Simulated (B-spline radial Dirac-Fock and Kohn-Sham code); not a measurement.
**Kohn-Sham estimates against Dirac-Fock for the levels of O³⁺**

System: oxygen as O³⁺, [He] 2s2 2p1.

The density-functional columns are spherical, spin-unpolarised Dirac-Kohn-Sham results without Breit or QED terms: −ε is minus the orbital energy of the initial state and ΔSCF the difference of two total energies. The reference in the last column comes from Dirac-Fock (average of configuration) total-energy differences with a finite nucleus, the Breit interaction including its frequency dependence, and self-energy and vacuum-polarisation corrections. All numbers are from a radial finite-basis atomic code, in eV; a selection of levels is shown. The Kohn-Sham columns are given as differences from the reference.

```
level  PBE −ε − DF  PBE ΔSCF − DF  LDA −ε − DF  LDA ΔSCF − DF  Dirac-Fock
    K        -41.1           +9.3        -45.0           +5.0       627.9
   L1         -8.2           +2.7         -8.6           +2.4       87.69
 L2,3        -12.2           -0.3        -12.1           -0.2       77.19
```

Values without a named source are computed, but for edge energies of neutral atoms, which are taken from tables.
